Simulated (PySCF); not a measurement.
# Hartree-Fock beside MP2: AlBHO2

All numbers below are calculated, not measured. They come from PySCF 2.14.0, an open-source quantum chemistry program, on an isolated molecule that a program drew, which may never have been made. The molecule is AlBHO2 (charge 0, doublet), drawn as the SMILES string `O=[B][Al][OH]`.

The geometry was optimised and harmonic frequencies were computed with HF and MP2, all in the cc-pV(D+d)Z basis, for the commonest isotopes, with a restricted reference for singlets and an unrestricted one otherwise, and a frozen core in MP2. Each result is a local minimum of its method.

Geometry at the HF minimum:
```xyz
5
AlBHO2, angstrom
O    -1.1463   -2.5354   -0.3881
B    -0.5727   -1.5316   -0.1105
Al    0.4475    0.2766    0.4738
O     1.1998    1.1706   -0.7354
H     1.2816    1.0533   -1.6676
```

Lengths of the bonds as drawn, in Å (atoms numbered as above):
| bond | HF | MP2 |
|---|---|---|
| O1-B2 | 1.189 | 1.224 |
| B2-Al3 | 2.157 | 2.141 |
| Al3-O4 | 1.681 | 1.712 |
| O4-H5 | 0.943 | 0.965 |

Rotational constants, in GHz:
| constant | HF | MP2 |
|---|---|---|
| A | 25.91 | 26.08 |
| B | 2.6 | 2.549 |
| C | 2.363 | 2.322 |

Harmonic frequencies in cm^-1, each column in rising order, so a row needn't be the same motion in every method:
```
rank,HF,MP2
1,136,124
2,273,?
3,360,328
4,384,379
5,443,438
6,539,587
7,897,852
8,2106,1884
9,4215,3908
```

**Estimate the missing MP2 frequency from the HF column.**

A single factor s that minimises the squared misfit of MP2 against s times HF over the other rows is sum(HF x MP2) / sum(HF^2) = 0.9246, with an rms misfit of 42 cm^-1. For rank 2 it gives 0.9246 x 273 = 252 cm^-1. The calculation gives 243 cm^-1, 9 cm^-1 below the estimate. The drawn bonds are on average 1.6 % longer in MP2 than in HF.
